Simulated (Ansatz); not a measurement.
Geometry optimisation, Ansatz, RKS PBE-D4/def2-SVP.

The input (input.yaml):

```yaml
crystal:
  periodic: [false, false, false]
  atoms:
    - { symbol: B, position_ang: [0.0, 0.0, 0.0] }
    - { symbol: Cl, position_ang: [0.0, 0.0, 2.21] }
    - { symbol: F, position_ang: [1.1431, 0.0, -0.66] }
    - { symbol: O, position_ang: [-1.2211, 0.0, -0.705] }
    - { symbol: H, position_ang: [-1.7308, -0.8467, -0.4965] }
    - { symbol: H, position_ang: [0.0668, 1.4124, 0.4698] }
    - { symbol: H, position_ang: [0.0595, 1.2578, 1.3665] }
basis:
  gaussian: { orbitals: def2-SVP }
hamiltonian:
  xc: pbe
  dispersion: d4
relax:
  f_tol: 0.15
  max_steps: 25
  restrain:
    - { distance: [0, 5], at: 1.19, k: 30.0 }
    - { distance: [6, 1], at: 1.37, k: 30.0 }
    - { distance: [0, 1], at: 3.06, k: 30.0 }
    - { distance: [6, 5], at: 1.86, k: 30.0 }
```

Launched with:

```bash
$ ansatz run input.yaml --threads 1 --pin off --max-ram 2048MiB --backend cpu --events-out ev --progress --plain --runs-dir out
```

Task: Where does it end, and by what steps?

Result: The run converged. The restraints hold the end off the free minimum. After 7 steps the energy has fallen by 2.194 eV (the restraints' own energy left out); B1 moved furthest, 0.54 Å.

```
step  energy less start (eV)  largest force component (eV/Å)  accepted
   0                  0.0000                           3.578       yes
   1                 -0.4019                           4.851       yes
   2                 -1.1822                           3.288       yes
   3                 -1.7296                           0.939       yes
   4                 -1.9902                           0.843       yes
   5                 -2.0970                           1.106       yes
   6                 -2.1836                           0.772       yes
   7                 -2.1943                           0.760       yes
```

```xyz
7
Properties=species:S:1:pos:R:3
B -0.094 0.405 -0.350
Cl 0.111 0.082 2.691
F 0.957 -0.357 -0.692
O -1.366 -0.018 -0.518
H -1.426 -0.941 -0.834
H 0.090 1.529 0.036
H 0.045 1.123 1.852
```

Time of the run: 9.5 s on 1 thread of Intel(R) Xeon(R) 6975P-C (Granite Rapids), with other jobs on the host, peak memory 0.17 GiB.
